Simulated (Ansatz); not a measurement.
Geometry optimisation of CH2BF3O2Te (`OB(O)[Te]C(F)(F)F`).

```yaml
crystal:
  periodic: [false, false, false]
  atoms:
    - {symbol: O, position_ang: [1.280790, 0.261470, 0.975400]}
    - {symbol: B, position_ang: [0.183800, 1.014510, 0.867070]}
    - {symbol: O, position_ang: [0.059790, 2.149560, 1.568620]}
    - {symbol: Te, position_ang: [-1.590780, 0.631960, -0.390680]}
    - {symbol: C, position_ang: [-0.700430, -1.156330, -1.272500]}
    - {symbol: F, position_ang: [-1.535770, -1.841460, -2.048780]}
    - {symbol: F, position_ang: [0.383670, -0.862780, -2.019320]}
    - {symbol: F, position_ang: [-0.251580, -2.013290, -0.325850]}
    - {symbol: H, position_ang: [1.377640, -0.563190, 0.502400]}
    - {symbol: H, position_ang: [0.792870, 2.379540, 2.143640]}
basis:
  gaussian: {orbitals: def2-TZVP}
hamiltonian: {xc: pbe0, dispersion: d4}
relax: {f_tol: 0.005, max_steps: 150}
```

```sh
$ ansatz run in.yaml --threads 2 --pin off --events-out ev --progress --plain --max-ram 22528MiB --backend cuda --devices 0, --max-vram 18GiB
```

It prints (some lines left out):

```
Functional definition: PBE0
mean field -21279.36948293 eV, -782.0024048230 hartree, gradient 5.3e-5 eV, S^2 0.000000; 0 other end points of the search recorded, 0 dependent functions left out
relax step   1: F+E_penalty+E_count = -21279.60528741 eV  Δ(F+E_penalty+E_count) = +0.000e0 eV  max|allowed force component| = 6.706e-1 eV/Å  Δτ_max = 0.0000 Å  (32 SCF iters, accepted)
mean field -21279.39759661 eV, -782.0034379819 hartree, gradient 1.4e-5 eV, S^2 0.000000; 0 other end points of the search recorded, 0 dependent functions left out
relax step   2: F+E_penalty+E_count = -21279.63426330 eV  Δ(F+E_penalty+E_count) = -2.898e-2 eV  max|allowed force component| = 5.169e-1 eV/Å  Δτ_max = 0.0740 Å  (32 SCF iters, accepted)
mean field -21279.40742919 eV, -782.0037993225 hartree, gradient 1.2e-5 eV, S^2 0.000000; 0 other end points of the search recorded, 0 dependent functions left out
relax step   3: F+E_penalty+E_count = -21279.64350930 eV  Δ(F+E_penalty+E_count) = -9.246e-3 eV  max|allowed force component| = 2.509e-1 eV/Å  Δτ_max = 0.0247 Å  (33 SCF iters, accepted)
mean field -21279.41597231 eV, -782.0041132762 hartree, gradient 1.2e-5 eV, S^2 0.000000; 0 other end points of the search recorded, 0 dependent functions left out
relax step   4: F+E_penalty+E_count = -21279.65163072 eV  Δ(F+E_penalty+E_count) = -8.121e-3 eV  max|allowed force component| = 6.831e-2 eV/Å  Δτ_max = 0.0454 Å  (33 SCF iters, accepted)
mean field -21279.41683859 eV, -782.0041451113 hartree, gradient 1.2e-5 eV, S^2 0.000000; 0 other end points of the search recorded, 0 dependent functions left out
relax step   5: F+E_penalty+E_count = -21279.65213861 eV  Δ(F+E_penalty+E_count) = -5.079e-4 eV  max|allowed force component| = 1.164e-1 eV/Å  Δτ_max = 0.0470 Å  (33 SCF iters, accepted)
mean field -21279.41993583 eV, -782.0042589330 hartree, gradient 1.2e-5 eV, S^2 0.000000; 0 other end points of the search recorded, 0 dependent functions left out
relax step   6: F+E_penalty+E_count = -21279.65538777 eV  Δ(F+E_penalty+E_count) = -3.249e-3 eV  max|allowed force component| = 7.380e-2 eV/Å  Δτ_max = 0.0361 Å  (32 SCF iters, accepted)
mean field -21279.42188387 eV, -782.0043305221 hartree, gradient 1.2e-5 eV, S^2 0.000000; 0 other end points of the search recorded, 0 dependent functions left out
relax step   7: F+E_penalty+E_count = -21279.65743020 eV  Δ(F+E_penalty+E_count) = -2.042e-3 eV  max|allowed force component| = 1.026e-1 eV/Å  Δτ_max = 0.0646 Å  (32 SCF iters, accepted)
mean field -21279.42346979 eV, -782.0043888036 hartree, gradient 1.1e-5 eV, S^2 0.000000; 0 other end points of the search recorded, 0 dependent functions left out
relax step   8: F+E_penalty+E_count = -21279.65882837 eV  Δ(F+E_penalty+E_count) = -1.398e-3 eV  max|allowed force component| = 5.642e-2 eV/Å  Δτ_max = 0.0393 Å  (32 SCF iters, accepted)
mean field -21279.42423741 eV, -782.0044170131 hartree, gradient 1.2e-5 eV, S^2 0.000000; 0 other end points of the search recorded, 0 dependent functions left out
relax step   9: F+E_penalty+E_count = -21279.65925703 eV  Δ(F+E_penalty+E_count) = -4.287e-4 eV  max|allowed force component| = 3.648e-2 eV/Å  Δτ_max = 0.0369 Å  (32 SCF iters, accepted)
mean field -21279.42449108 eV, -782.0044263352 hartree, gradient 1.2e-5 eV, S^2 0.000000; 0 other end points of the search recorded, 0 dependent functions left out
relax step  10: F+E_penalty+E_count = -21279.65938579 eV  Δ(F+E_penalty+E_count) = -1.288e-4 eV  max|allowed force component| = 2.236e-2 eV/Å  Δτ_max = 0.0109 Å  (34 SCF iters, accepted)
mean field -21279.42460895 eV, -782.0044306669 hartree, gradient 1.2e-5 eV, S^2 0.000000; 0 other end points of the search recorded, 0 dependent functions left out
relax step  11: F+E_penalty+E_count = -21279.65943394 eV  Δ(F+E_penalty+E_count) = -4.815e-5 eV  max|allowed force component| = 7.613e-3 eV/Å  Δτ_max = 0.0060 Å  (34 SCF iters, accepted)
mean field -21279.42462032 eV, -782.0044310846 hartree, gradient 1.2e-5 eV, S^2 0.000000; 0 other end points of the search recorded, 0 dependent functions left out
relax step  12: F+E_penalty+E_count = -21279.65944455 eV  Δ(F+E_penalty+E_count) = -1.061e-5 eV  max|allowed force component| = 5.087e-3 eV/Å  Δτ_max = 0.0015 Å  (35 SCF iters, accepted)
mean field -21279.42464500 eV, -782.0044319915 hartree, gradient 1.2e-5 eV, S^2 0.000000; 0 other end points of the search recorded, 0 dependent functions left out
relax step  13: F+E_penalty+E_count = -21279.65945371 eV  Δ(F+E_penalty+E_count) = -9.158e-6 eV  max|allowed force component| = 4.356e-3 eV/Å  Δτ_max = 0.0035 Å  (35 SCF iters, accepted)
mean field -21279.42464500 eV, -782.0044319915 hartree, gradient 1.2e-5 eV, S^2 0.000000; 1 other end points of the search recorded, 0 dependent functions left out
Total energy: -21279.65948223 eV, -782.0130621008 hartree
Atom 0 at     1.233044     0.209610     1.090138 Å, force     0.004356    -0.000457     0.001050 eV/Å
Atom 1 at     0.178516     1.030774     0.895204 Å, force    -0.003345     0.000344    -0.001203 eV/Å
Atom 2 at     0.091482     2.222715     1.527504 Å, force     0.000596     0.000698     0.001067 eV/Å
Atom 3 at    -1.540954     0.607807    -0.404355 Å, force     0.001290    -0.001301    -0.000992 eV/Å
Atom 4 at    -0.643112    -1.143723    -1.322246 Å, force    -0.003920     0.003884    -0.001617 eV/Å
Atom 5 at    -1.577670    -1.881996    -1.914463 Å, force     0.000170    -0.001380     0.000257 eV/Å
Atom 6 at     0.273222    -0.836710    -2.241555 Å, force     0.000954    -0.000522     0.000331 eV/Å
Atom 7 at    -0.020832    -1.936070    -0.419894 Å, force     0.000712    -0.001272     0.000910 eV/Å
Atom 8 at     1.176273    -0.649102     0.662861 Å, force    -0.000445    -0.000467    -0.000256 eV/Å
Atom 9 at     0.830030     2.376685     2.126807 Å, force    -0.000367     0.000475     0.000453 eV/Å
Dipole moment:     0.164477     0.102316     0.265392 e Å
```

It took 25 s on 2 threads of an AMD EPYC 7R13 on a shared host and a share of an NVIDIA H100 80 GB, with 0.97 GiB of host memory at the peak.
